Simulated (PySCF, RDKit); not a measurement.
Isomers of C3H3F. Isolated molecules, 0 K electronic values unless said otherwise. Strings in code marks are SMILES.

Quantity: electronic energy of isomers of C3H3F relative to `C#CCF`, in eV. Force-field values (RDKit) are differences of steric energies, which aren't made for comparing isomers with other bonds.

Level 1: PBE-D3(BJ)/def2-TZVP // PBE0-D3(BJ)/def2-TZVP (PySCF)
Level 2: PBE/6-31G* // PBE0-D3(BJ)/def2-TZVP (PySCF)
Level 3: HF/3-21G // PBE0-D3(BJ)/def2-TZVP (PySCF)
Level 4: MMFF94, relaxed from the DFT geometry (RDKit)

```
species    level 2  level 3  level 4
---------  -------  -------  -------
`C=C=CF`    -0.346    0.064   -0.176
`FC1=CC1`    0.392     1.49     0.83
`CC#CF`      0.121    0.235   -0.328
```

Q: What does level 1 give for each, and how far do the other levels lie from it on average?

A: 
- `C=C=CF`: -0.230
- `FC1=CC1`: 0.63
- `CC#CF`: 0.301
Mean absolute difference from level 1, which has limits of its own, over these rows (drawn at random from the members that have all these levels): level 2 0.179 eV, level 3 0.405 eV, level 4 0.294 eV.
